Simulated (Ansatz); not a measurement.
Cost and result up the ladder for the cluster Te₃Pd₂ (5 atoms). Total charge 0; singlet. Geometry: r2SCAN-D4/def2-SVP.

```csv
atom,x (Å),y (Å),z (Å)
Pd1,0.9404,0.4679,1.0479
Pd2,-1.2284,-0.8274,0.0887
Te3,-1.3011,1.8447,0.4497
Te4,1.2160,-1.9510,-0.1135
Te5,0.3731,0.4659,-1.4728
```

Ansatz on 4 threads of Arm Neoverse V2 on a shared host. Times are rough, and most runs start from the orbitals of an earlier one. No level here is sound enough to serve as a yardstick. Binding counts from free atoms at the same level (Pd singlet, Te triplet; other spins of the atoms weren't run), without zero-point energy or a counterpoise term.

In the def2 sets Pd, Te take a core potential; there is no spin–orbit coupling. HSE06 is defined as in plane-wave codes, on full-range PBE exchange. No other spin state of charge 0 was run. The structure comes from a short search, and lower isomers may exist.

Run but left out: HF/STO-3G, B2PLYP/def2-TZVP (restricted singlet, unstable in another Hartree–Fock run and untested here); MP2/def2-TZVP, CCSD(T)/def2-SVP (restricted singlet, unstable towards broken spin symmetry).

```json
{"level": "PBE-D4/def2-SVP", "functions": "140", "wall time": "2.2 s"}
{"level": "PBE0-D4/def2-SVP", "functions": "140", "wall time": "4.2 s"}
{"level": "PBE-D4/def2-TZVP (with forces)", "functions": "230", "wall time": "4.8 s"}
{"level": "HSE06-D4/def2-TZVP", "functions": "230", "wall time": "8 s"}
{"level": "r2SCAN-D4/def2-TZVP", "functions": "230", "wall time": "9 s"}
{"level": "CAM-B3LYP-D4/def2-TZVP", "functions": "230", "wall time": "9 s"}
{"level": "PBE0-D4/def2-TZVP", "functions": "230", "wall time": "12 s"}
```

**Question.** Estimate what each level gives for the binding energy per atom (eV).

**Answer.** 
| level | binding energy per atom (eV) | remarks |
| --- | --- | --- |
| PBE-D4/def2-SVP | 2.46 | restricted SCF unstable in HF |
| PBE0-D4/def2-SVP | 2.13 | restricted SCF unstable in HF |
| PBE-D4/def2-TZVP (with forces) | 2.54 | restricted SCF unstable in HF |
| HSE06-D4/def2-TZVP | 2.22 | restricted SCF unstable in HF |
| r2SCAN-D4/def2-TZVP | 2.43 | restricted SCF unstable in HF |
| CAM-B3LYP-D4/def2-TZVP | 1.93 | restricted SCF unstable in HF |
| PBE0-D4/def2-TZVP | 2.21 | restricted SCF unstable in HF |
